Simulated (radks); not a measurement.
The numbers below are computed, except where a source is named.
The osmium ion Os59+, configuration [Ne] 3s2 3p5. Level of theory: scalar-relativistic Kohn-Sham, PBE, spin-unpolarised, spherical densities, point nucleus (a radial shooting solver on a logarithmic mesh with Libxc functionals). Some entries of the table are withheld. Estimate them.

| orbital | occ. | eigenvalue (hartree) | <r> (bohr) |
|---|---|---|---|
| 1s | 2 | -2881.684 | 0.01773 |
| 2s | 2 | -634.3673 | 0.07419 |
| 2p | 6 | -574.1691 | 0.06651 |
| 3s | 2 | -249.5850 | 0.1807 |
| 3p | 5 | -231.8031 | 0.1782 |
| 3d | 0 | (1) | 0.1576 |
| 4s | 0 | (2) | 0.3395 |

Answer. 
(1) 3d eigenvalue (hartree): -216.0980
(2) 4s eigenvalue (hartree): -131.2989
